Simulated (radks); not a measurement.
Effect of the nuclear size on the antimony ion Sb3+, [Kr] 4d10 5s2. Calculated with a radial shooting solver on a logarithmic mesh with Libxc functionals: Dirac Kohn-Sham, PBE, spin-unpolarised, spherical densities, finite nucleus; Fermi nuclear charge, rms radius 4.6802 fm. The rms radius is varied about that value; shifts are against it.

| rms radius (fm) | total energy shift (eV) | density at nucleus (e/bohr^3) | 1s1/2 shift (meV) | 2s1/2 shift (meV) | 3p1/2 shift (meV) | 4s1/2 shift (meV) | 4p1/2 shift (meV) | 5s1/2 shift (meV) | 5p1/2 (empty) shift (meV) |
|---|---|---|---|---|---|---|---|---|---|
| 3.9688 | -1.31 | 2.145e+05 | -548 | -63.3 | 0.729 | -2.40 | 0.229 | -0.295 | 0.071 |
| 4.3105 | -0.703 | 2.117e+05 | -295 | -34.0 | 0.392 | -1.29 | 0.123 | -0.158 | 0.038 |
| 4.6802 | 0 | 2.09e+05 | 0.000 | 0.000 | 0.000 | 0.000 | 0.000 | 0.000 | 0.000 |
| 5.0687 | 0.791 | 2.063e+05 | 331 | 38.2 | -0.440 | 1.45 | -0.138 | 0.178 | -0.043 |
| 5.2418 | 1.16 | 2.052e+05 | 486 | 56.1 | -0.646 | 2.12 | -0.203 | 0.262 | -0.063 |

Slopes of the eigenvalues against <r^2> in GHz/fm^2, as finite differences over the two radii next to the reference (eigenvalue slopes, not the field-shift constants of lines): 1s1/2 21300, 2s1/2 2460, 3p1/2 -28.3, 4s1/2 93.0, 4p1/2 -8.88, 5s1/2 11.5, 5p1/2 (empty) -2.75.
